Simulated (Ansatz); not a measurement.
**Telling isomers of ClH3SeSi2+ apart by their spectra**

These gas-phase data were calculated for one isomer of ClH3SeSi2+ at PBE0-D3(BJ)/pcseg-1 (harmonic, unscaled wavenumbers; equilibrium rotational constants with average atomic masses):

- rotational constants: 3.115, 1.275, 1.005 GHz
- all wavenumbers above 1500 cm⁻¹: 2399, 2346, 2297

Candidates:

(1) the doublet with the links of `[SiH3]/[Se+]=[Si]/Cl`
(2) the doublet with the links of `[SiH3]/[Se+]=[Si]\Cl`
(3) the doublet with the links of `Cl[Si]1[SiH2][SeH+]1`

**Question.** Assign the data to one candidate and say why.

**Answer.** Candidate (3). 2 modes lie between 2000 and 2380 cm⁻¹, one for each Si–H bond, while (1) has 3, (2) has 3.

The same quantities for all candidates:

```tsv
	rotational constants (GHz)	wavenumbers above 1500 cm⁻¹	E above the lowest, PBE0-D3(BJ)/pcseg-1 (kcal/mol)
(1)	6.048, 0.912, 0.8004	2347, 2333, 2296	0.0
(2)	2.941, 1.338, 0.9302	2337, 2336, 2297	1.5
(3)	3.115, 1.275, 1.005	2399, 2346, 2297	3.6
```

Open shells are spin-unrestricted. Programs: Ansatz 0.2.0.
